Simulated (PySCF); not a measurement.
Hf³⁺ (hafnium, charge +3) across methods

[Xe] 4f14 5d1, 2D determinant. All numbers are calculated (PySCF 2.14, a scalar-relativistic core potential, in cc-pVQZ-PP with ECP60MDF).

```tsv
method	E (hartree)	mean ε 5p α (eV)	mean ε 5p β (eV)	mean ε 5d α (eV)	Σ⟨r²⟩ (bohr²)	⟨S²⟩
UHF	-46.46140	-70.618	-69.056	-32.449	19.59	0.752
wB97X	-46.8697	-67.121	-66.382	-31.274	19.40	0.750
BHandHLYP	-46.7646	-66.812	-65.770	-30.400	19.55	0.751
wB97M-V	-46.7777	-67.056	-66.293	-31.304	19.54	0.750
r2SCAN	-46.8568	-63.075	-62.282	-28.016	19.47	0.751
PBE	-46.8388	-62.156	-61.514	-27.821	19.54	0.751
LDA	-46.6653	-62.018	-61.389	-27.651	19.67	0.750
PBE0	-46.8242	-64.544	-63.695	-29.163	19.51	0.751
MN15	-46.7884	-64.778	-64.118	-29.516	19.62	0.750
```

Energies and moments cover only the electrons outside the core potential. Spin-orbit coupling, absent here, splits the open shell strongly.
